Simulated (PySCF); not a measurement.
Species: C2H7F3NSi2 (doublet state).
Structure used (GFN2-xTB), in Å, numbered top down from 1:
```xyz
15
C2H7F3NSi2 angstrom
F      2.7585   -0.7639   -1.9047
C      2.4508   -0.0882   -0.7899
F      2.5385    1.2328   -1.0851
F      3.5102   -0.2976    0.0611
C      1.1473   -0.4611   -0.2485
N      0.5416    0.3254    0.6866
Si    -1.0683    0.0819    1.3263
Si    -2.6128    0.0609   -0.4071
H      0.7438   -1.4283   -0.4679
H      1.0390    1.1843    0.8676
H     -1.1336    1.1863    2.2850
H     -0.9895   -1.1779    2.0802
H     -3.6566   -0.9421   -0.1754
H     -3.2950    1.3498   -0.5588
H     -1.9784   -0.2542   -1.6913
```

The hyperfine couplings belong to this conformer and change with its torsions.

Identity: `FC(F)(F)[CH]N[SiH2][SiH3]` [radical].

Level of theory: UKS B3LYP, pcH-1 on C F H N Si, non-relativistic, mean-field spin-orbit, GIAO in PySCF. The structure is a single GFN2-xTB conformer in the gas phase; no vibrational or solvent corrections. A GFN2-xTB geometry isn't a minimum of the functional, and hyperfine couplings can be far from their values at a DFT geometry. Stability of the SCF solution: not tested.

(1) Where do the isotropic ENDOR lines of N6, F1/F3/F4, H9, H10 and H11/H12 fall at 345.5 mT, to first order?

(2) Which pairs are centred on the nuclear Larmor frequency, and which on half the coupling?

(3) At what field would the lower line of N6 fall to zero frequency?

Answers

(1) ν± = |νn ± a/2|, one line for each electron-spin manifold; νn = |g_N| × 7.62259 MHz/T × B.

```tsv
nuclei	isotope	g_N	νn (MHz)	a_iso (MHz)	lower line (MHz)	upper line (MHz)
N6	14N	0.4038	1.06	7.18	2.53	4.65
F1/F3/F4	19F	5.2577	13.85	91.03	31.67	59.36
H9	1H	5.5857	14.71	-49.94	10.26	39.68
H10	1H	5.5857	14.71	-17.43	6.00	23.42
H11/H12	1H	5.5857	14.71	8.19	10.61	18.81
```

(2) Centred on νn, since |a| < 2νn: H10 and H11/H12. Centred on |a|/2 and split by 2νn: N6, F1/F3/F4 and H9.

(3) Where νn = |a|/2, that is B = 3.59 MHz/(0.4038 × 7.62259 MHz/T) = 1170 mT, as far as first order holds there.

Means are taken over nuclei equivalent by connectivity, which assumes that they swap fast. The three 19F nuclei of mean +91.0 MHz run from 23.1 to 185.1 MHz in the frozen geometry. The 1H value of +8.2 MHz is a mean of couplings from -2.7 to 19.0 MHz in this one geometry, not an average over conformers.

Hardware: Arm Neoverse N1, one thread (shared host). Cost: 2.6 min (with the writing of density and orbital grids), 0.98 GiB resident at most.
